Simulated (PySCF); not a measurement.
Two species compared at the same levels of theory.

First species: C9H14.
InChI=1S/C9H14/c1-2-8(1)9-4-3-7(5-9)6-9/h7-8H,1-6H2/t7-,9-

Second species: C₈H₁₅P.
Structure used (GFN2-xTB), in Å, numbered top down from 1:
```xyz
24
C8H15P angstrom
C     -2.206   -0.881    0.707
C     -1.912   -0.270   -0.664
C     -0.441   -0.033   -0.840
C      0.240    1.056   -0.499
C     -0.295    2.308    0.118
C      1.717    1.019   -0.794
P      2.160   -0.769   -1.079
C      2.142   -1.296    0.698
C      0.372   -1.144   -1.449
H     -1.665   -1.816    0.831
H     -1.900   -0.200    1.498
H     -3.270   -1.082    0.815
H     -2.464    0.667   -0.768
H     -2.260   -0.951   -1.444
H     -1.377    2.285    0.204
H     -0.008    3.172   -0.481
H      0.127    2.443    1.115
H      2.319    1.439    0.016
H      1.938    1.596   -1.698
H      3.043   -0.929    1.186
H      2.145   -2.383    0.747
H      1.262   -0.908    1.210
H      0.223   -1.174   -2.533
H      0.099   -2.127   -1.056
```

Levels: PBE0/pcSseg-1 for HOMO energy, LUMO energy and HOMO–LUMO gap. Geometries: GFN2-xTB. Each species is one conformer at its optimised geometry, gas phase, non-relativistic unless stated; the electronic structure was computed with PySCF and density fitting.

```
     property  column X  column Y
  HOMO energy  -7.57 eV  -6.44 eV
  LUMO energy   1.54 eV   0.59 eV
HOMO–LUMO gap   9.11 eV   7.03 eV
```

Question: Which column belongs to which species?

Answer: Column X is the first species and column Y the second. The first has 23 atoms and 68 electrons, the second 24 and 78.

Question: How does each property change from the first species to the second?

Answer: HOMO energy +1.13 eV; LUMO energy -0.95 eV; HOMO–LUMO gap -2.08 eV.

